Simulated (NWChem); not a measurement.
Everything below was run with NWChem. System: C2H9BO, charge 0, spin multiplicity 1, displaced from the optimised geometry. The structure started from a generated list of species. Level: PBE0/def2-SVP.

Job file:

```
start mol
memory heap 200 mb stack 800 mb global 1000 mb
geometry units angstroms nocenter noautoz noautosym
  B     -0.373303     0.212747     0.310676
  H     -1.350046     0.097967     1.094388
  C      1.063454     0.548256     1.033722
  H      1.300592    -0.093245     1.940957
  H      1.034577     1.614340     1.420789
  H      1.957677     0.500475     0.332510
  C     -0.692527     0.951402    -1.112580
  H     -0.873254     2.054005    -0.917186
  H     -1.623027     0.562487    -1.627903
  H      0.164938     0.907964    -1.858289
  O     -0.206741    -1.521666    -0.169254
  H      0.094080    -1.986194     0.661827
  H      0.589349    -1.546156    -0.773293
end
basis spherical
  * library def2-svp
end
dft
  xc pbe0
  semidirect memsize 60000000 filesize 0
  iterations 100
  grid coarse
end
task dft gradient
```

Part of the output:

```
             Northwest Computational Chemistry Package (NWChem) 7.3.0
             --------------------------------------------------------

                                NWChem Input Module
                                -------------------

 Scaling coordinates for geometry "geometry" by  1.889725989
 (inverse scale =  0.529177249)

                             Geometry "geometry" -> ""
                             -------------------------

 Output coordinates in angstroms (scale by  1.889725989 to convert to a.u.)

  No.       Tag          Charge          X              Y              Z
 ---- ---------------- ---------- -------------- -------------- --------------
    1 B                    5.0000    -0.37330300     0.21274700     0.31067600
    2 H                    1.0000    -1.35004600     0.09796700     1.09438800
    3 C                    6.0000     1.06345400     0.54825600     1.03372200
    4 H                    1.0000     1.30059200    -0.09324500     1.94095700
    5 H                    1.0000     1.03457700     1.61434000     1.42078900
    6 H                    1.0000     1.95767700     0.50047500     0.33251000
    7 C                    6.0000    -0.69252700     0.95140200    -1.11258000
    8 H                    1.0000    -0.87325400     2.05400500    -0.91718600
    9 H                    1.0000    -1.62302700     0.56248700    -1.62790300
   10 H                    1.0000     0.16493800     0.90796400    -1.85828900
   11 O                    8.0000    -0.20674100    -1.52166600    -0.16925400
   12 H                    1.0000     0.09408000    -1.98619400     0.66182700
   13 H                    1.0000     0.58934900    -1.54615600    -0.77329300

 Effective nuclear repulsion energy (a.u.)     122.4031231764

            Nuclear Dipole moment (a.u.)
            ----------------------------
        X                 Y               Z
 ---------------- ---------------- ----------------
     0.0000094486    -0.0000037795     0.0000000000


 Summary of "ao basis" -> "" (spherical)
 ------------------------------------------------------------------------------
       Tag                 Description            Shells   Functions and Types
 ---------------- ------------------------------  ------  ---------------------
 *                          def2-svp                  on all atoms

                                 NWChem DFT Module
                                 -----------------

 Summary of "ao basis" -> "ao basis" (spherical)
 ------------------------------------------------------------------------------
       Tag                 Description            Shells   Functions and Types
 ---------------- ------------------------------  ------  ---------------------
 B                          def2-svp                 6       14   3s2p1d
 H                          def2-svp                 3        5   2s1p
 C                          def2-svp                 6       14   3s2p1d
 O                          def2-svp                 6       14   3s2p1d

 Summary of "ao basis" -> "ao basis" (spherical)
 ------------------------------------------------------------------------------
       Tag                 Description            Shells   Functions and Types
 ---------------- ------------------------------  ------  ---------------------
 B                          def2-svp                 6       14   3s2p1d
 H                          def2-svp                 3        5   2s1p
 C                          def2-svp                 6       14   3s2p1d
[...]
              MO Center=  5.0D-01,  2.5D-01,  4.9D-01, r^2= 6.1D+00
   Bfn.  Coefficient  Atom+Function         Bfn.  Coefficient  Atom+Function
  ----- ------------  ---------------      ----- ------------  ---------------
    22      1.820427   3 C  s                51      1.055877   7 C  s
    35     -1.021794   4 H  s                45     -0.720781   6 H  s
     8     -0.567890   1 B  py               69     -0.520499   9 H  s
     3     -0.507648   1 B  s                74     -0.452542  10 H  s
    98      0.428100  13 H  s                40     -0.319109   5 H  s

 center of mass
 --------------
 x =  -0.05223223 y =  -0.05890665 z =   0.00134546

 moments of inertia (a.u.)
 ------------------
         396.456893598666          -6.883011604418         -98.843013982057
          -6.883011604418         279.190805893867          11.747211124207
         -98.843013982057          11.747211124207         358.605251992235

     Multipole analysis of the density
     ---------------------------------

     L   x y z        total         alpha         beta         nuclear
     -   - - -        -----         -----         ----         -------
     0   0 0 0     -0.000000    -17.000000    -17.000000     34.000000

     1   1 0 0      0.795526      0.397758      0.397758      0.000009
     1   0 1 0     -1.247476     -0.623736     -0.623736     -0.000004
     1   0 0 1     -0.150221     -0.075111     -0.075111      0.000000

     2   2 0 0    -22.642506    -52.208276    -52.208276     81.774046
     2   1 1 0     -2.046317     -1.748328     -1.748328      1.450340
     2   1 0 1     -0.646105    -30.373146    -30.373146     60.100187
     2   0 2 0    -16.848387    -80.835916    -80.835916    144.823445
     2   0 1 1     -0.415066      4.754787      4.754787     -9.924640
     2   0 0 2    -21.512230    -63.652510    -63.652510    105.792790

            General Information
            -------------------
          SCF calculation type: DFT
          Wavefunction type:  closed shell.
          No. of atoms     :    13
          No. of electrons :    34
           Alpha electrons :    17
            Beta electrons :    17
          Charge           :     0
          Spin multiplicity:     1
          Use of symmetry is: off; symmetry adaption is: off
          Maximum number of iterations: 100
          AO basis - number of functions:   101
                     number of shells:    51
          Convergence on energy requested:  1.00D-06
          Convergence on density requested:  1.00D-05
          Convergence on gradient requested:  5.00D-04

              XC Information
              --------------
                         PBE0 Method XC Functional
                     Hartree-Fock (Exact) Exchange  0.250
          PerdewBurkeErnzerhof Exchange Functional  0.750
            Perdew 1991 LDA Correlation Functional  1.000 local
           PerdewBurkeErnz. Correlation Functional  1.000 non-local

             Grid Information
             ----------------
          Grid used for XC integration:  coarse
          Radial quadrature: Mura-Knowles
          Angular quadrature: Lebedev.
          Tag              B.-S. Rad. Rad. Pts. Rad. Cut. Ang. Pts.
          ---              ---------- --------- --------- ---------
          B                   0.85       35           8.0       302
          H                   0.35       35          11.0       302
          C                   0.70       35          10.0       302
          O                   0.60       35          10.0       302
          Grid pruning is: on
          Number of quadrature shells:   455
          Spatial weights used:  Erf1

          Convergence Information
          -----------------------
          Convergence aids based upon iterative change in
          total energy or number of iterations.
          Levelshifting, if invoked, occurs when the
          HOMO/LUMO gap drops below (HL_TOL):  1.00D-02
          DIIS, if invoked, will attempt to extrapolate
          using up to (NFOCK): 10 stored Fock matrices.

                    Damping( 0%)  Levelshifting(0.5)       DIIS
                  --------------- ------------------- ---------------
          dE  on:    start            ASAP                start
          dE off:    2 iters        100 iters           100 iters

      Screening Tolerance Information
      -------------------------------
          Density screening/tol_rho:  1.00D-10
          AO Gaussian exp screening on grid/accAOfunc:  14
          CD Gaussian exp screening on grid/accCDfunc:  20
          XC Gaussian exp screening on grid/accXCfunc:  20
          Schwarz screening/accCoul:  1.00D-08

                            NWChem DFT Gradient Module
                            --------------------------

  charge          =   0.00
  wavefunction    = closed shell

                         DFT ENERGY GRADIENTS

    atom               coordinates                        gradient
                 x          y          z           x          y          z
   1 B      -0.705440   0.402034   0.587093    0.000267  -0.005047  -0.000157
   2 H      -2.551217   0.185131   2.068093   -0.010775  -0.000765   0.008539
   3 C       2.009637   1.036054   1.953451   -0.003760  -0.002154  -0.001633
   4 H       2.457763  -0.176207   3.667877    0.004082  -0.009920   0.014724
   5 H       1.955067   3.050660   2.684902    0.000038   0.017110   0.006462
   6 H       3.699473   0.945761   0.628353    0.014396  -0.000567  -0.011114
   7 C      -1.308686   1.797889  -2.102471    0.000203  -0.002717   0.002877
   8 H      -1.650211   3.881507  -1.733230   -0.002942   0.017704   0.002686
   9 H      -3.067076   1.062946  -3.076291   -0.015146  -0.005860  -0.008631
  10 H       0.311688   1.715803  -3.511657    0.013661  -0.000392  -0.012021
  11 O      -0.390684  -2.875532  -0.319844   -0.030318   0.005850  -0.007944
  12 H       0.177785  -3.753362   1.250672    0.008160  -0.012837   0.023224
  13 H       1.113708  -2.921811  -1.461312    0.022135  -0.000404  -0.017012

                 ----------------------------------------
                 |  Time  |  1-e(secs)   |  2-e(secs)   |
                 ----------------------------------------
                 |  CPU   |       0.01   |       2.90   |
                 ----------------------------------------
                 |  WALL  |       0.01   |       2.90   |
                 ----------------------------------------

 Task  times  cpu:        9.5s     wall:        9.5s

 Total times  cpu:        9.5s     wall:        9.5s
```
